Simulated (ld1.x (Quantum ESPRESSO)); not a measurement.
# ruthenium, TM: configuration errors across variants

ld1.x (Quantum ESPRESSO) 7.5 input, shortened:

```
&input
   title='Ru', zed=44., rel=1, dft='PBE', iswitch=3,
   config='[Kr] 4d7.5 4f-2 5s0.5 5p0'
 /
 &inputp
   pseudotype=2, tm=.true., lloc=1,
   nlcc=.true., rcore=1.45
 /
4
5S  1  0   0.50   0.00  2.85  2.85  0.0
4D  3  2   7.50   0.00  2.00  2.00  0.0
4F  4  3  -2.00   0.25  2.50  2.50  0.0
4P  2  1   6.00   0.00  1.75  1.75  0.0
 &test
   configts(1)='4p6 4d7.5 5s0.5 5p0'
 /
```

All-electron excitation energies from the reference (eV): (1) 4p6 4d7 5s1 5p0 0.317; (2) 4p6 4d7 5s0 5p0 7.610; (3) 4p6 4d6 5s0 5p0 25.796; (4) 4p6 4d6 5s1 5p0 10.429; (5) 4p6 4d4 5s0 5p0 100.931; (6) 4p6 4d8 5s0 5p0 -0.015; (7) 4p6 4d7 5s0.5 5p0 3.181.

1 further variants failed, have other tests or too few solved ones, and are left out.

A true bound ghost makes a file unfit for plane-wave use even where its test errors are small: the radial tests pick states by their node count and pass the ghost by.

Errors AE − PS in meV (a dash: test not solved or not reliable):

```csv
change,(1),(2),(3),(4),(5),(6),(7),bound ghosts
base,-2.9,-0.9,+8.3,-12,+43,-3.5,+0.5,s
local potential the d channel,-4.1,-2.2,-10,-19,-95,-4.7,-0.4,s
wave 4f channel at 0.25 Ry: rc 2.50 bohr becomes 4f channel at 0.25 Ry: rc 2.28 bohr,-2.9,-0.9,+8.3,-12,+43,-3.5,+0.5,s
wave 4f channel at 0.25 Ry: rc 2.50 bohr becomes 4f channel at -0.07 Ry: rc 2.50 bohr,-2.9,-0.9,+8.3,-12,+43,-3.5,+0.5,s
wave 5s (bound): rc 2.85 bohr becomes 5s (bound): rc 4.10 bohr,+14,-21,-69,+111,-202,+9.0,+4.6,s
```

Problem. Give the same row for: wave 4p (bound): rc 1.75 bohr becomes 4p (bound): rc 1.24 bohr.

Solution. -4.6, -1.5, -1.8, -39, -52, -4.2, -1.0; bound ghosts: s.
